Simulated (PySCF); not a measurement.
SMILES C=Cc1ccc(O[SiH3])cc1 (C₈H₁₀OSi) at its GFN2-xTB optimised geometry (Å):

```
20

C     -3.8545    -0.9783    -0.0420
C     -3.0189     0.0530    -0.0007
C     -1.5631     0.0012     0.0000
C     -0.8425     1.1977     0.0019
C      0.5360     1.2067     0.0009
C      1.2432     0.0067    -0.0003
O      2.5891     0.0603    -0.0007
Si     3.7703    -1.0564    -0.0071
C      0.5392    -1.1924     0.0000
C     -0.8401    -1.1924     0.0000
H     -4.9212    -0.8331    -0.0395
H     -3.5201    -2.0006    -0.0810
H     -3.4294     1.0552     0.0334
H     -1.3766     2.1373     0.0028
H      1.0862     2.1353     0.0013
H      3.6927    -1.9088     1.1816
H      3.6876    -1.8995    -1.2020
H      4.9212    -0.1691    -0.0059
H      1.0895    -2.1217     0.0008
H     -1.3607    -2.1373     0.0025
```

Computed with PBE/def2-SVP (PySCF). Cells within 0.4 Å of a nucleus heavier than hydrogen are left out (blank, or x).

Map of the deformation density (molecule minus spherical neutral atoms) (e/bohr³) on the plane z = 0.0 Å:

```
|22222222222222222222222222222|
|22222222222222222222222222222|
|22222222222222222222222222222|
|22222222222222222222222222222|
|22222222222222222222222222222|
|22222222222222222222222222222|
|22222222222222222222222222222|
|22222222222222222222222222222|
|22222222222111111122222222222|
|22222222221121111112222222222|
|22222221111661139212222222222|
|222222111113x55x6212222222222|
|222221174103xx7x5112222222222|
|22221115622661039215311222222|
|22211114x77x2000xx5x212441222|
|22212439422661039213512652222|
|222148xx1003xx7x51111xx222222|
|222122572113x45x6211111011222|
|22221137211661139211121112222|
|22222111111121111111111112222|
|22222221222111111122222222222|
|22222222222222222222222222222|
|22222222222222222222222222222|
|22222222222222222222222222222|
|22222222222222222222222222222|
|22222222222222222222222222222|
|22222222222222222222222222222|
|22222222222222222222222222222|
|22222222222222222222222222222|
```
Scale: ten equal steps from -0.031 (start of '0') to 0.109 (end of '9'), in the order '0123456789'; x runs from -7.00 to 7.00, y from -7.00 (bottom) to 7.00 (top).
